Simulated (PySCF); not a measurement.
C₂H₄N₂OSi, SMILES O[Si@H]1C=NC=N1.

Coordinates come from a r2SCAN-D4/def2-SVP optimisation. The structure was generated by enumeration; whether it is a known compound was not checked. One conformer was computed; it need not be the lowest.

Level of theory: PBE0/def2-TZVP (PySCF).

Isolated molecule, no solvent.

| Quantity | Value |
|---|---|
| total energy | -552.55612 hartree |
| highest occupied level | -7.48 eV |
| lowest empty level | -2.57 eV |
| orbital gap | 4.91 eV |
| dipole moment | 1.49 D |
| quadrupole, principal values (traceless, Buckingham form, about the centre of nuclear charge) | -8.89, 1.21, 7.68 D·Å |
| mean static polarisability | 58.3 bohr³ (8.63 Å³) |
| polarisability, principal values | 44.1, 59.1, 71.5 bohr³ |
